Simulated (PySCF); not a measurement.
BFH₂Se. Atoms are numbered in the order given.

```xyz
5

B     -0.5714     1.1103     0.0000
F      0.3205     2.0896     0.0000
H     -1.7315     1.3683     0.0000
Se     0.0872    -0.7183     0.0000
H     -1.2611    -1.3041     0.0000
```
Charge 0, spin multiplicity 1.

Coordinates come from a B3LYP-D3(BJ)/def2-TZVP optimisation. One conformer was computed; it need not be the lowest.

Computed with PySCF with PBE/def2-TZVPD.

Mulliken values depend strongly on the basis, most of all with diffuse functions as here. ESP charges are fitted to the potential on shells at 1.4 to 2.0 van der Waals radii. Atomic charges (e):

```tsv
atom	IAO	ESP fit	Mulliken
B1	0.18	0.14	0.26
F2	?	-0.10	-0.20
H3	0.00	-0.03	0.00
Se4	?	-0.12	-0.22
H5	?	0.11	0.16
```

**Question.** Complete the blanks. (The exact figures need the calculation; the answer reports its results.)

**Answer.** 
- F2, IAO: -0.27
- Se4, IAO: 0.02
- H5, IAO: 0.08
